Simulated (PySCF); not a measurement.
# `InChI=1S/C3H6F2Se/c4-3(5)1-2-6/h3,6H,1-2H2`

Geometry (Å), atoms numbered from 1 in this order:
```xyz
12

F    -1.384    0.295   -1.397
C    -1.110    0.688   -0.128
F    -2.300    0.989    0.441
C    -0.413   -0.421    0.642
C     0.894   -0.839   -0.012
Se    2.278    0.576   -0.016
H    -0.521    1.617   -0.186
H    -0.244   -0.067    1.661
H    -1.087   -1.281    0.678
H     1.341   -1.665    0.542
H     0.742   -1.145   -1.047
H     1.805    1.252   -1.203
```

The calculation used GIAO KT3/pcSseg-0 magnetisability, rotational g tensor and spin-rotation constants, non-relativistic, gas phase in PySCF. Geometry: GFN2-xTB.

The calculation is non-relativistic, which matters for the atoms heavier than Zn.

(1) Give the nuclear spin-rotation constants along the inertial axes (H = +C I·J) beside the isotropic shieldings.

## Answers

(1) Rotational constants 5.1033, 0.8985, 0.8924 GHz. A star marks the isotopologue with that one atom substituted, in its own axes.
```tsv
atom	isotope	Caa (kHz)	Cbb (kHz)	Ccc (kHz)	mean (kHz)	σ (ppm)
F1	19F	1.987	1.106	0.984	1.359	314.2
F3	19F	4.547	0.985	0.691	2.074	312.0
H7	1H	-0.281	-0.046	-0.025	-0.117	26.4
H8	1H	-0.625	-0.056	-0.033	-0.238	31.3
H9	1H	-0.385	-0.069	-0.055	-0.170	30.9
H10	1H	-0.492	-0.020	-0.090	-0.201	31.0
H11	1H	-0.587	-0.049	-0.034	-0.223	30.5
H12	1H	-0.586	0.000	-0.121	-0.236	31.7
C2	13C*	1.556	0.273	0.266	0.698	61.0
C4	13C*	0.833	0.160	0.157	0.383	148.4
C5	13C*	0.674	0.140	0.124	0.313	167.4
Se6	77Se*	7.928	1.155	1.121	3.401	1838.1
```
For the geometry as given, no vibrational averaging.
